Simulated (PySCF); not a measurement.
PySCF 2.14 output of an unrestricted PBE0 calculation on a single atom or ion in x2c-QZVPPall (13s8p7d4f2g, 118 functions), with scalar relativity by spin-free X2C-1e:

```
SCF conv_tol = 1e-09
number electrons alpha = 24  beta = 21
    C. Adamo and V. Barone.,  J. Chem. Phys. 110, 6158 (1999)
    M. Ernzerhof and G. E. Scuseria.,  J. Chem. Phys. 110, 5029 (1999)
cycle= 1 E= -5044.39242783558  delta_E= -0.0159  |g|= 0.026  |ddm|= 0.161
cycle= 2 E= -5044.39256472557  delta_E= -0.000137  |g|= 0.0074  |ddm|= 0.0309
cycle= 3 E= -5044.39257050084  delta_E= -5.78e-06  |g|= 0.00227  |ddm|= 0.00513
cycle= 4 E= -5044.3925714135  delta_E= -9.13e-07  |g|= 0.00103  |ddm|= 0.00261
cycle= 5 E= -5044.39257163919  delta_E= -2.26e-07  |g|= 0.000147  |ddm|= 0.000658
cycle= 6 E= -5044.39257164657  delta_E= -7.38e-09  |g|= 1.12e-05  |ddm|= 0.00021
cycle= 7 E= -5044.39257164669  delta_E= -1.11e-10  |g|= 1.72e-06  |ddm|= 2.33e-05
converged SCF energy = -5044.39257164669  <S^2> = 3.7510137  2S+1 = 4.0005068
```

The run itself started from symmetry-adapted Hartree-Fock orbitals and held the occupation by maximum overlap, on a logarithmic radial grid, so the iterations belong to that start.

Task: Which element, charge and spin multiplicity is this?

Result: Pd⁺ (palladium, charge +1), multiplicity 4; the state was [Kr] 4d8 5p1, one real determinant (an excited configuration).

⟨L²⟩ = 14.02 against 20 for a pure G term, so this real determinant mixes terms.
